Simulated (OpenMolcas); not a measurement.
F³⁺: effect of correlating more closed shells

```
Program             : OpenMolcas 26.06
Basis               : ANO-R2 [4s4p2d1f]
Scalar Hamiltonian  : X2C, finite nucleus
Active space        : 2 electrons in 3 orbitals (2p)
State averaging     : 2S+1 = 3 even, 3 roots; 2S+1 = 1 even, 6 roots
Spin-orbit coupling : state interaction with AMFI integrals over the reference wave functions, term energies averaged over their components
```

Methods on the same reference wave functions:
A. CASSCF
B. SS-CASPT2, IPEA 0.25 Eh, imaginary shift 0.1 Eh (closed shells correlated: 2s)
C. SS-CASPT2, IPEA 0.25 Eh, imaginary shift 0.1 Eh (closed shells correlated: 1s 2s)

Energies in eV above 2s² 2p² ³P₀, the measured ground level; measured values from Moore, Atomic Energy Levels, vol. I, NSRDS-NBS 35 (1971 reprint of NBS Circular 467, 1949).

```csv
Level,A,B,C,Measured
2s² 2p² ³P₀,0.0000,0.0000,0.0000,0.0000
2s² 2p² ³P₁,0.0273,0.0274,0.0274,0.0279
2s² 2p² ³P₂,0.0802,0.0803,0.0803,0.0761
2s² 2p² ¹D₂,3.4505,3.196,3.199,3.1295
2s² 2p² ¹S₀,8.4881,7.187,7.183,6.6386
```

Deviations, from unrounded energies. A percentage is the sum of absolute deviations over the sum of measured energies, with the sign that they share, or ± where signs differ.

```tsv
Against measurement	Levels	A	B	C
mean absolute deviation (cm-1)	4	4400	1200	1200
fine structure of the ground term (%)	2	±4.6	±4.6	±4.6
other terms of the ground configuration (%)	2	+22.2	+6.3	+6.3
```

B, C lie about equally close to measurement and A furthest from it. The largest miss of C in the table is 2s² 2p² ¹S₀, by +4400 cm-1. The ranking rests on the paired levels alone, and a cruder setting can come out closer through cancelling errors.

Between B and C the level of the table that moves most is 2s² 2p² ¹S₀, by 32 cm-1 (lowest in C, highest in B). Moves below CASPT2's spread within the term are not significant.

The two smallest mean deviations differ by little beside CASPT2's spread within terms, so their order carries little weight.

From A to B the spin-free energies of the other terms of 2s² 2p² shown, above ³P, scale by factors of 0.85 to 0.92.

The lowest spin-free term lies below A's lowest term by 0.090 hartree in B, 0.102 hartree in C.

What an inner shell adds also hangs on whether the basis holds functions to correlate it.

Term energies are means over components that CASPT2 splits; among the terms shown or strongly mixed into the levels shown the widest spread is 83 cm-1 (2s² 2p² ¹D, C). With the s shell closed, the reference lacks s² → p² mixing. Measured partners are found by configuration, term and J. A level has none where our copy of the source lacks it or the pairing is in doubt (some pairs that miss far off the trend of their configuration count as doubtful), and it then counts in no deviation. Only configurations of the active space appear.
